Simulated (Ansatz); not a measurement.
`BCBF` + H₂O → `BCBO` + H–F at 500 K and 1 bar (formal hydrolysis of a B–F bond).

Computed with Ansatz on PBE0-D4/def2-TZVP structures; ΔE is electronic, products minus reactants. CCSD(T)/CBS adds triple-zeta CCSD(T) − MP2 to the extrapolated MP2 energy (def2 sets, frozen cores). This one scheme is used for every species. Each species was taken in one conformer, which may not be the lowest.

| species | CCSD(T)/CBS energy (Eh) | H − E (kJ/mol) | S (J/(mol·K)) |
| --- | --- | --- | --- |
| `BCBF` | -190.47993 | 201.6 | 355.7 |
| H₂O | -76.37941 | 73.2 | 206.3 |
| `BCBO` | -166.46129 | 237.2 | 361.3 |
| H–F | -100.39570 | 39.4 | 188.7 |

H − E and S are ideal-gas, rigid-rotor, harmonic terms from PBE0-D4/def2-TZVP, for one conformer and one mirror image of each species. 1 Eh = 2625.50 kJ/mol, R = 8.31446 J/(mol·K).

Question: By hand: ΔE, ΔH, ΔS and ΔG.

Answer: ΔE = (-166.46129) + (-100.39570) − (-190.47993) − (-76.37941) = 0.00235 Eh = 6.2 kJ/mol. Δ(H − E) = 237.2 + 39.4 − 201.6 − 73.2 = 1.8, so ΔH = 8.0 kJ/mol. ΔS = 361.3 + 188.7 − 355.7 − 206.3 = -12.0 J/(mol·K). ΔG = 8.0 − 500 × (-12.0)/1000 = 14.0 kJ/mol.

Question: By hand: the equilibrium constant, and the temperature at which ΔG would vanish if ΔH and ΔS stayed fixed.

Answer: log₁₀ K = −ΔG/(RT ln 10) = -1.5. ΔH and −TΔS have one sign here, so there is no such temperature.

TΔS isn't small against ΔH here. A doubt of 5 kJ/mol in ΔE shifts log₁₀ K by 0.5 here. Other conformers and mirror images would add mixing entropy, several J/(mol·K) or more a flexible species. These are equilibria of isolated gas molecules and say nothing of rates. Largest T1 diagnostic: 0.013 (customary marks: 0.02 for closed shells, 0.045 for open ones).

ΔS is within the doubt of such terms, so its sign, and with it that verdict, could turn.
